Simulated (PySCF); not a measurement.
Species: C6H13S (doublet state).
Atom-mapped SMILES: `[CH2:1][CH2:2][S:3][C@H:4]([CH3:5])[CH2:6][CH3:7]` (hydrogens: H8, H9 on C1; H10, H11 on C2; H12 on C4; H13, H14, H15 on C5; H16, H17 on C6; H18, H19, H20 on C7)

Computed geometry: GFN2-xTB, gas phase. This method treats the open shell by occupation alone, without spin polarisation.

(1) What internal coordinates does the optimisation give?

Results:

(1) 
```json
{"bond": "C1–C2", "length (Å)": "1.425", "order": "single"}
{"bond": "C2–S3", "length (Å)": "1.944", "order": "single"}
{"bond": "S3–C4", "length (Å)": "1.835", "order": "single"}
{"bond": "C4–C5", "length (Å)": "1.521", "order": "single"}
{"bond": "C4–C6", "length (Å)": "1.525", "order": "single"}
{"bond": "C6–C7", "length (Å)": "1.523", "order": "single"}
{"bond": "C1–H8", "length (Å)": "1.074", "order": "single"}
{"bond": "C1–H9", "length (Å)": "1.074", "order": "single"}
{"bond": "C2–H10", "length (Å)": "1.086", "order": "single"}
{"bond": "C2–H11", "length (Å)": "1.085", "order": "single"}
{"bond": "C4–H12", "length (Å)": "1.095", "order": "single"}
{"bond": "C5–H13, C5–H14, C5–H15", "length (Å)": "1.088", "order": "single"}
{"bond": "C6–H16", "length (Å)": "1.092", "order": "single"}
{"bond": "C6–H17", "length (Å)": "1.094", "order": "single"}
{"bond": "C7–H18, C7–H19, C7–H20", "length (Å)": "1.088", "order": "single"}
```

Bonds in one row agree within 0.01 Å and their mean is given. Orders are formal, as drawn. A selection of angles:
```json
{"angle": "C2–C1–H8", "degrees": "120.0"}
{"angle": "C2–C1–H9", "degrees": "121.2"}
{"angle": "H8–C1–H9", "degrees": "117.4"}
{"angle": "C1–C2–S3", "degrees": "109.6"}
{"angle": "C1–C2–H10", "degrees": "114.4"}
{"angle": "C1–C2–H11", "degrees": "115.4"}
{"angle": "S3–C2–H10", "degrees": "100.6"}
{"angle": "S3–C2–H11", "degrees": "103.4"}
{"angle": "H10–C2–H11", "degrees": "111.7"}
{"angle": "C2–S3–C4", "degrees": "104.4"}
{"angle": "S3–C4–C5", "degrees": "111.0"}
{"angle": "S3–C4–C6", "degrees": "112.9"}
{"angle": "S3–C4–H12", "degrees": "101.2"}
{"angle": "C5–C4–C6", "degrees": "112.5"}
{"angle": "C5–C4–H12", "degrees": "109.4"}
{"angle": "C6–C4–H12", "degrees": "109.2"}
{"angle": "C4–C5–H13", "degrees": "111.2"}
{"angle": "C4–C5–H14", "degrees": "110.0"}
{"angle": "H13–C5–H14", "degrees": "108.0"}
{"angle": "H13–C5–H15", "degrees": "108.6"}
{"angle": "C4–C6–C7", "degrees": "112.7"}
{"angle": "C4–C6–H16", "degrees": "109.4"}
{"angle": "C4–C6–H17", "degrees": "107.8"}
{"angle": "C7–C6–H16", "degrees": "109.9"}
{"angle": "C7–C6–H17", "degrees": "109.5"}
{"angle": "H16–C6–H17", "degrees": "107.4"}
{"angle": "C6–C7–H18", "degrees": "110.4"}
{"angle": "H18–C7–H19", "degrees": "108.3"}
{"angle": "H18–C7–H20", "degrees": "108.6"}
```

Dihedral angles: C1–C2–S3–C4 94° (anticlinal); C2–S3–C4–C5 68° (synclinal); S3–C4–C6–C7 -59° (synclinal).

C1 (carbon bonded to C and 2 H) is almost planar (angles 121.2°, 120.0° and 117.4°, sum 358.6°, 0.08 Å off the plane of its three neighbours). Of the pairs four or more bonds apart, H11···H13 is among the closest relative to their van der Waals radii: 2.19 Å, 91 % of the sum of Bondi's values. S3 (sulfur bonded to 2 C) is bent (angle 104.4°). The C–C distances run from 1.425 Å (C1–C2, drawn single) to 1.525 Å (C4–C6, drawn single), a spread of 0.100 Å. The 2 C–S bonds span 1.835 Å (S3–C4, drawn single) to 1.944 Å (C2–S3, drawn single), a spread of 0.109 Å.

Point group: C1 (no symmetry element, even within 0.4 Å). GFN2-xTB frequencies: not computed here. Torsions: H–C1–C2–S3 80° and -86°, C1–C2–S3–C4 94°, C2–S3–C4–C5 68°, S3–C4–C6–C7 -59°.

One conformer stands for the species.
